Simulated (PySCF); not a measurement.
PySCF input for C2H5F2NSi, SMILES C/C=N/[SiH](F)F, C-PCM-M06-2X/def2-SVP. Coordinates come from a r2SCAN-D4/def2-SVP optimisation. The structure was generated by enumeration; whether it is a known compound was not checked. One conformer was computed; it need not be the lowest.

```python
import numpy as np
from pyscf import gto, scf, dft
from pyscf.solvent import pcm

mol = gto.M(
    atom='''
    C    -3.00872139   -0.23986490   -0.20153895
    C    -1.59411032   -0.06470119    0.23516795
    N    -0.63740261    0.16681333   -0.57426549
    Si    1.01140367    0.37214464   -0.13698262
    F     1.87300773   -0.81106086   -0.81310237
    F     1.23086572    0.23309075    1.46386154
    H    -3.37896425   -1.22903803    0.11870955
    H    -3.65259901    0.50281615    0.30045745
    H    -3.09749111   -0.14032261   -1.29145269
    H    -1.42969386   -0.15315597    1.33486041
    H     1.54304444    1.67110995   -0.58356609
    ''',
    basis='def2-SVP',
    charge=0,
    spin=0,
    max_memory=1600,
    verbose=3,
)
mf = dft.RKS(mol, xc='m06-2x').density_fit(auxbasis='def2-universal-jkfit')
mf.grids.level = 4
mf.conv_tol = 1e-9
mf.max_cycle = 100
mf.kernel()
res = {}
for name, eps in {'water': 78.355, 'dichloromethane': 8.93, 'diethylether': 4.24}.items():
    s = mf.PCM()
    s.with_solvent.method, s.with_solvent.eps, s.with_solvent.lebedev_order = 'C-PCM', eps, 29
    s.kernel(mf.make_rdm1())
    res[name] = (s.e_tot, eps, s.dip_moment(), s.mo_energy, s.converged)
    print(f'{name}: electrostatic solvation free energy {(s.e_tot - mf.e_tot) * 627.509474:.3f} kcal/mol')
```

Program output:

```
converged SCF energy = -622.787825869327

WARN: PCM is an experimental feature. It is still in testing.
Features and APIs may be changed in the future.

converged SCF energy = -622.795341789001
Dipole moment(X, Y, Z, Debye): -3.25250,  0.81596,  1.12987
water: electrostatic solvation free energy -4.716 kcal/mol

WARN: PCM is an experimental feature. It is still in testing.
Features and APIs may be changed in the future.

converged SCF energy = -622.794485202608
Dipole moment(X, Y, Z, Debye): -3.18474,  0.80607,  1.07461
dichloromethane: electrostatic solvation free energy -4.179 kcal/mol

WARN: PCM is an experimental feature. It is still in testing.
Features and APIs may be changed in the future.

converged SCF energy = -622.793453043245
Dipole moment(X, Y, Z, Debye): -3.10435,  0.79387,  1.01076
diethylether: electrostatic solvation free energy -3.531 kcal/mol
```

Self-consistency was reached.

Cost: roughly 100 core-seconds.
